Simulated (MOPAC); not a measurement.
MOPAC input (MNDO):

```
MNDO 1SCF UHF MS=0.5 GEO-OK AUX(PRECISION=9) THREADS=1
H2ClS2Si

S     1.57541700 1   -0.83814700 1    0.86869900 1
Si   -0.12300500 1    0.38221200 1    0.38795400 1
S    -1.70782600 1   -1.05163200 1    0.19421000 1
Cl    0.23890000 1    1.46655800 1   -1.35891800 1
H     2.46027900 1    0.07791900 1    0.43799200 1
H    -2.68096000 1   -0.12391300 1    0.22570200 1
```

Output:

```
 *******************************************************************************
 **                                                                           **
 **                              MOPAC v23.2.5                                **
 **                                                                           **
 *******************************************************************************
 ** MOPAC's Digital Object Identifier: https://doi.org/10.5281/zenodo.6511958 **
 **                                                                           **
 ** Please cite the open-source release paper for use of this MOPAC version:  **
 ** J. E. Moussa and J. J. P. Stewart (2026)                                  **
 ** MOPAC: An open-source semiempirical molecular orbital program             **
 ** J. Open Source Softw., 11(119), 8025, https://doi.org/10.21105/joss.08025 **
 *******************************************************************************

                              MNDO CALCULATION RESULTS

 *******************************************************************************
 *  MNDO       - The MNDO Hamiltonian to be used
 *  GEO-OK     - OVERRIDE INTERATOMIC DISTANCE AND OTHER SAFETY CHECKS
 *  UHF        - UNRESTRICTED HARTREE-FOCK CALCULATION
 *  MS=        - IN MECI, MAGNETIC COMPONENT OF SPIN =  0.5
 *  1SCF       - DO 1 SCF AND THEN STOP
 *  AUX        - OUTPUT AUXILIARY INFORMATION
 *******************************************************************************
MNDO 1SCF UHF MS=0.5 GEO-OK AUX(PRECISION=9) THREADS=1
 H2ClS2Si

   ATOM   CHEMICAL          X               Y               Z
  NUMBER   SYMBOL      (ANGSTROMS)     (ANGSTROMS)     (ANGSTROMS)

     1       S          1.57541700  *  -0.83814700  *   0.86869900  *
     2      Si         -0.12300500  *   0.38221200  *   0.38795400  *
     3       S         -1.70782600  *  -1.05163200  *   0.19421000  *
     4      Cl          0.23890000  *   1.46655800  *  -1.35891800  *
     5       H          2.46027900  *   0.07791900  *   0.43799200  *
     6       H         -2.68096000  *  -0.12391300  *   0.22570200  *

          CARTESIAN COORDINATES

    NO.       ATOM           X           Y           Z

     1         S          1.5754     -0.8381      0.8687
     2        Si         -0.1230      0.3822      0.3880
     3         S         -1.7078     -1.0516      0.1942
     4        Cl          0.2389      1.4666     -1.3589
     5         H          2.4603      0.0779      0.4380
     6         H         -2.6810     -0.1239      0.2257

  H: (MNDO): M.J.S. DEWAR, W. THIEL, J. AM. CHEM. SOC., 99, 4899, (1977)
 Si: (MNDO): M.J.S.DEWAR, ET. AL. ORGANOMETALLICS  5, 375 (1986)
  S: (MNDO): M.J.S.DEWAR, C.H. REYNOLDS, J. COMP. CHEM. 7, 140-143 (1986)
 Cl: (MNDO): M.J.S.DEWAR, H.S.RZEPA, J. COMP. CHEM., 4, 158, (1983)

           Empirical Formula: H2 S2 Si Cl  =     6 atoms

      MOLECULAR POINT GROUP   :   C1

          UHF CALCULATION, NO. OF ALPHA ELECTRONS =   13
                           NO. OF BETA  ELECTRONS =   12

 -------------------------------------------------------------------------------
 MNDO 1SCF UHF MS=0.5 GEO-OK AUX(PRECISION=9) THREADS=1
 H2ClS2Si

     1SCF WAS SPECIFIED, SO BFGS WAS NOT USED
     SCF FIELD WAS ACHIEVED

                              MNDO CALCULATION
                                                       MOPAC v23.2.5 Linux

          FINAL HEAT OF FORMATION =         -3.55456 KCAL/MOL =     -14.87228 KJ/MOL

          COSMO AREA              =        138.86 SQUARE ANGSTROMS
          COSMO VOLUME            =        135.16 CUBIC ANGSTROMS

          IONIZATION POTENTIAL    =          9.423145 EV
          ALPHA SOMO LUMO (EV)    =         -9.423 -1.006
          BETA  SOMO LUMO (EV)    =        -10.440 -1.819
          NO. OF ALPHA ELECTRONS  =         13
          NO. OF BETA  ELECTRONS  =         12
          MOLECULAR WEIGHT        =        129.6743         POINT GROUP:  C1

          MOLECULAR DIMENSIONS (Angstroms)

            Atom       Atom       Distance
            H     6    H     5     5.14958
           Cl     4    S     1     3.20557
           Si     2    S     3     1.02225

          SCF CALCULATIONS        =          1

   ATOM   CHEMICAL          X               Y               Z
  NUMBER   SYMBOL      (ANGSTROMS)     (ANGSTROMS)     (ANGSTROMS)

     1       S          1.57541700  *  -0.83814700  *   0.86869900  *
     2      Si         -0.12300500  *   0.38221200  *   0.38795400  *
     3       S         -1.70782600  *  -1.05163200  *   0.19421000  *
     4      Cl          0.23890000  *   1.46655800  *  -1.35891800  *
     5       H          2.46027900  *   0.07791900  *   0.43799200  *
     6       H         -2.68096000  *  -0.12391300  *   0.22570200  *

                             CARTESIAN COORDINATES

   1    S        1.575417000    -0.838147000     0.868699000
   2   Si       -0.123005000     0.382212000     0.387954000
   3    S       -1.707826000    -1.051632000     0.194210000
   4   Cl        0.238900000     1.466558000    -1.358918000
   5    H        2.460279000     0.077919000     0.437992000
   6    H       -2.680960000    -0.123913000     0.225702000

           Empirical Formula: H2 S2 Si Cl  =     6 atoms

      MOLECULAR POINT GROUP   :   C1

          ALPHA EIGENVALUES
 -26.16908 -24.02318 -22.09633 -17.32119 -15.13655 -14.07017 -13.59766 -13.48980
 -12.72046 -11.61476 -10.84250 -10.55661  -9.42314  -1.00632  -0.95118  -0.41142
   1.41678   1.47079

           BETA EIGENVALUES
 -25.83997 -23.78410 -21.96207 -16.90868 -15.01879 -14.01074 -13.53496 -13.33172
 -12.34891 -11.42948 -10.67082 -10.43981  -1.81937  -0.53764  -0.40618  -0.18958
   1.44178   1.50220

              NET ATOMIC CHARGES AND DIPOLE CONTRIBUTIONS

  ATOM NO.   TYPE          CHARGE      No. of ELECS.   s-Pop       p-Pop
    1          S          -0.190076        6.1901     1.87384     4.31624
    2         Si           0.796435        3.2036     1.30288     1.90069
    3          S          -0.185352        6.1854     1.87375     4.31161
    4         Cl          -0.418169        7.4182     1.98649     5.43168
    5          H           0.000994        0.9990     0.99901
    6          H          -0.003831        1.0038     1.00383
 DIPOLE           X         Y         Z       TOTAL
 POINT-CHG.    -0.807     0.221     3.245     3.352
 HYBRID         0.157     2.081    -1.489     2.564
 SUM           -0.651     2.301     1.756     2.967

          ATOMIC ORBITAL ELECTRON POPULATIONS

     Atom    s        px        py        pz
    1  S   1.87384   1.13133   1.33696   1.84795
    2 Si   1.30288   0.65916   0.65745   0.58408
    3  S   1.87375   1.11194   1.23747   1.96220
    4 Cl   1.98649   1.96629   1.84557   1.61981
    5  H   0.99901
    6  H   1.00383

                    (SZ)    =    0.500000
                    (S**2)  =    0.754380

          ATOMIC ORBITAL SPIN POPULATIONS

    Atom   Total    s     px     py     pz
         Atomic
    1  S  0.0602  0.004  0.011  0.051 -0.006
    2 Si  0.8222  0.231  0.034  0.300  0.257
    3  S  0.0682  0.003  0.015  0.033  0.018
    4 Cl  0.0543  0.002  0.003 -0.010  0.059
    5  H -0.0036 -0.004
    6  H -0.0013 -0.001

 **********************
 *                    *
 * JOB ENDED NORMALLY *
 *                    *
 **********************

 == MOPAC DONE ==
```

The geometry given is a B3LYP-D3(BJ)/def2-TZVP minimum.
